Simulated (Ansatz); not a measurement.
Consider the ligand exchange at the Hf–Se bond: `[OH][Hf]([OH])([OH])[SeH]` + HBr → `[OH][Hf]([OH])([OH])[Br]` + H₂Se.

Isolated molecules relaxed with PBE0-D4/def2-TZVP in Ansatz; ΔE leaves out vibrations. CCSD(T)/CBS is the MP2 limit (def2-TZVPP, def2-QZVPP) plus CCSD(T) − MP2 in def2-TZVPP, frozen cores. DFT in def2-TZVPP. HSE06 is defined as in plane-wave codes. Elements past krypton have def2 core potentials. For Br, Hf, Se outer-core shells are correlated without core-valence functions, which leaves a few kJ/mol of doubt a bond. Scalar relativity is left out up to krypton. One conformer a species, not always the lowest.

`[OH][Hf]([OH])([OH])[SeH]`:

```xyz
9

O     1.563    0.271   -1.005
Hf   -0.003    0.130    0.093
O    -0.342    1.725    1.098
O     0.176   -1.401    1.236
Se   -2.122   -0.138   -1.419
H     2.415    0.086   -1.384
H    -0.214    2.596    1.460
H     0.044   -1.960    1.995
H    -1.516   -1.309   -2.073
```

HBr:

Z-matrix (Å, degrees):
```
Br
H 1 1.420
```

`[OH][Hf]([OH])([OH])[Br]`:

Z-matrix (Å, degrees):
```
Hf
O 1 1.914
O 1 1.914 2 109.9
O 1 1.914 2 109.9 3 121.0
Br 1 2.539 2 109.1 3 -119.5
H 2 0.952 1 159.9 3 6.8
H 3 0.952 1 159.9 2 127.8
H 4 0.952 1 159.9 2 6.8
```

H₂Se:

```xyz
3

Se   -0.530    0.201   -0.383
H    -0.357   -0.773    0.700
H     0.887    0.572   -0.317
```

| level | ΔE (kcal/mol) | difference from CCSD(T)/CBS |
| --- | --- | --- |
| LDA (SPW92) | -14.5 | 0.8 |
| revPBE-D4 | -14.7 | 0.6 |
| BLYP-D4 | -15.3 | 0.0 |
| r2SCAN-D4 | -15.9 | -0.6 |
| HSE06-D4 | -15.3 | 0.0 |
| ωB97X-V | -16.3 | -1.0 |
| PBE-QIDH | -15.8 | -0.5 |
| r2SCANh | -16.1 | -0.8 |
| r2SCAN0 | -16.3 | -1.0 |
| HSE06 | -15.6 | -0.3 |
| CAM-B3LYP | -16.6 | -1.3 |
| HF/def2-SVP | -18.8 | -3.5 |
| CCSD(T)/def2-SVP | -16.2 | -0.9 |
| MP2/def2-TZVPP | -15.2 | 0.1 |
| HF/def2-QZVPP | -18.5 | -3.2 |
| MP2/def2-QZVPP | -15.2 | 0.1 |
| CCSD(T)/CBS | -15.3 | 0 |

Largest T1 diagnostic among the species: 0.014.

Leaving LDA and LC-ωPBE aside and taking each functional with its dispersion term where it has one, the values, not all of them listed here, spread over 2.1 kcal/mol, from B97M-V to PBE-D4. At CCSD(T), def2-SVP lies −0.9 kcal/mol from the extrapolated value and def2-TZVPP +0.0 kcal/mol.

CCSD(T)/CBS has its own doubt, a few kJ/mol and more with outer-core shells, so smaller differences from it don't rank the levels.
